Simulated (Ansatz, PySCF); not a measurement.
This PySCF input computes a PBE0/def2-TZVPD energy:

```python
from pyscf import gto, scf, dft

mol = gto.M(
    atom='''
    Mg    0.00044284    0.00155158    0.00008705
    O    -0.16881874   -0.05431306    1.76260046
    O     0.16692240    0.04766886   -1.76297324
    H     0.14554465   -0.17160218    2.65193648
    H    -0.13568805    0.20613678   -2.64999887
    ''',
    basis='def2-tzvpd',
    charge=0,
    spin=0,
    verbose=4,
)

mf = dft.RKS(mol, xc='pbe0').density_fit(auxbasis='def2-universal-jkfit')
mf.grids.level = 3
mf.conv_tol = 1e-9
mf.max_cycle = 100
mf.max_memory = 1500
mf.kernel()
if not mf.converged:
    mf = mf.newton()
    mf.kernel(mf.make_rdm1())
mf.analyze()
```

Problem. Write an input for the same energy in Ansatz (a quantum-chemistry and plane-wave program) and say what it gives.

Solution. 
Ansatz 0.2 input:
```yaml
crystal:
  periodic: [false, false, false]
  atoms:
    - {symbol: Mg, position_ang: [0.00044284, 0.00155158, 0.00008705]}
    - {symbol: O, position_ang: [-0.16881874, -0.05431306, 1.76260046]}
    - {symbol: O, position_ang: [0.16692240, 0.04766886, -1.76297324]}
    - {symbol: H, position_ang: [0.14554465, -0.17160218, 2.65193648]}
    - {symbol: H, position_ang: [-0.13568805, 0.20613678, -2.64999887]}
basis:
  gaussian:
    orbitals: def2-TZVPD
hamiltonian:
  xc: {name: PBE0}
output: {forces: true}
```
It gives -351.61478 Eh, and PySCF -351.61482 Eh, a difference of 0.04 mEh, from the treatment of integrals and grids.
